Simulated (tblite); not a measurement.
Start geometry of `F[C@@H]1OC=[C]C[C@]1(F)Cl` [radical] from a force field or distance geometry (Å):
```
atom  x, y, z in Å
F1    -0.1057    1.6085   -1.2471
C2     0.0549    1.2549    0.0489
O3     1.4843    0.9251    0.2196
C4     1.8445   -0.2925   -0.2905
C5     0.8688   -1.1341   -0.3938
C6    -0.5815   -1.2086   -0.2707
C7    -0.9349    0.1142    0.4415
F8    -0.8411   -0.0907    1.8016
Cl9   -2.6253    0.5670    0.0967
H10   -0.1306    2.1338    0.6807
H11    2.8913   -0.5331   -0.1770
H12   -0.8916   -2.0772    0.3246
H13   -1.0375   -1.2669   -1.2521
```

Question: What comes out of this run: tblite, GFN2-xTB geometry optimisation, gas phase?

Answer: 
```
atom  x, y, z in Å
F1    -0.177    1.481   -1.301
C2     0.071    1.241    0.035
O3     1.391    0.961    0.221
C4     1.783   -0.350   -0.123
C5     0.903   -1.272   -0.373
C6    -0.556   -1.192   -0.319
C7    -0.873    0.094    0.466
F8    -0.684   -0.114    1.799
Cl9   -2.569    0.590    0.241
H10   -0.159    2.169    0.575
H11    2.854   -0.438   -0.135
H12   -0.995   -2.037    0.215
H13   -0.993   -1.133   -1.318
```

The energy falls by 49.0 kJ/mol over 43 L-BFGS steps, the largest force on an atom goes from 3.01 to 0.007 eV/Å, and the atoms move by 0.131 Å rms after alignment. The bond that changes most is C2–O3 (ends: carbon bonded to C, F, O and H; oxygen bonded to 2 C), which shortens by 0.116 Å. Bonds longer at the end by more than 0.005 Å: 4 of 13; shorter: 5. Among the angles that change most is C4–C5–C6, from 141.0° to 129.0°. Among the dihedrals that turn most is H11–C4–C5–C6, from 162° to 178°. Rotational constants go from 2333, 1214, 1054 to 2329, 1261, 1099 MHz. The orientation of the end geometry is arbitrary; only internal coordinates are fixed.

Its GFN2-xTB frequencies are all real (lowest 98 cm⁻¹). 3 starts were optimised and ended at 0.00, 0.00 and 5.52 kcal/mol (GFN2-xTB); the lowest of these is shown.

One conformer stands for the species.

The numbers are calculated, not measured.
